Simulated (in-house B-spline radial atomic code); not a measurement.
How numerical settings move a run on the oxygen ion O²⁺, [He] 2s2 2p2. Computed with an all-electron radial atomic-structure program (B-spline basis): non-relativistic Hartree-Fock, average of configuration, point nucleus.

Command:
```bash
python run_scf.py task.json out
```
Settings of the sound reference run:
```
Z                8
electrons        6
configuration    [He] 2s2 2p2
hamiltonian      nr
method           hf
spin_polarised   False
knot_spacing     0.22
spline_order     8
gauss_points     12
box_radius       22.22
max_iterations   70
damping          0.5
damped_steps     3
diis_vectors     10
tolerance        1e-08
start            Thomas-Fermi
```

Time taken, with all properties: 0.08 s on 1 thread of Arm Neoverse N1, with other jobs on the host.

It converges in 9 iterations to -73.048507 hartree, with 2p at -54.2718 eV. The other runs change the listed settings, some to values that make no sense; their results aren't properties of the atom or ion. Radii are in bohr (the nuclear one in fm), a minus after a letter asks for a j subshell, and «unchanged» means within 1e-8 hartree. The run stops when the residual is below 10 × tolerance × max(1, Z/10), or a noise floor if that is larger, and the energy moves by less than 1e-8 × √|E| hartree; so very loose and very tight tolerances often act alike.

```tsv
changed settings	outcome
hamiltonian = dirac, method = revtpss,revtpss, nucleus = fermi, rms_radius = 2.6991, mass_number = 16, atomic_mass = 15.99491, speed_of_light = 137.036	stopped with error: meta-GGAs are not served with the Dirac Hamiltonian
spline_order = 4	converged in 9 iterations, energy +1.63e-05 hartree from the reference, 2p level -2.6e-05 eV
spline_order = 10	converged in 9 iterations, energy unchanged
first_knot = 1.25e-05, max_iterations = 2, diis_vectors = 0	not converged after 2 iterations, last residual 3.1e-02, last energy +3.55e-02 hartree from the reference
damped_steps = 8	converged in 13 iterations, energy unchanged
spline_order = 7, max_iterations = 50, damping = 0.8	converged in 9 iterations, energy unchanged, 2p level -1.1e-06 eV
damped_steps = 30	converged in 24 iterations, energy unchanged, 2p level -1.7e-06 eV
spline_order = 6, box_radius = 3.33, max_iterations = 12	converged in 9 iterations, energy +1.11e-02 hartree from the reference, 2p level +2.8e-01 eV (the program warns: 2p reaches the box edge; 2s reaches the box edge)
spline_order = 10, box_radius = 11.11, max_iterations = 5, damped_steps = 8	not converged after 5 iterations, last residual 2.0e-03, last energy +2.82e-04 hartree from the reference
start = bare nucleus	converged in 9 iterations, energy unchanged, 2p level +5.7e-07 eV
spline_order = 5	converged in 9 iterations, energy +4.09e-07 hartree from the reference, 2p level -1.0e-06 eV
damped_steps = 0	converged in 8 iterations, energy unchanged, 2p level +4.5e-07 eV
```

Question: What happens with electrons = 7, configuration = [He] 2s2 2p2 1f1, max_iterations = 50?

Answer: Stopped with error: there is no 1f shell.

Question: What happens with electrons = 11, configuration = [He] 2s2 2p7, max_iterations = 50?

Answer: Stopped with error: shell 2p holds at most 6 electrons.

Question: What happens with spline_order = 6?

Answer: Converged in 9 iterations, energy +1.68e-08 hartree from the reference.

Question: What happens with knot_spacing = 0.1, gauss_points = 3, max_iterations = 60, tolerance = 1e-10?

Answer: Converged in 7 iterations, energy -2.63e+04 hartree from the reference, 2p level +1.7e+01 eV.
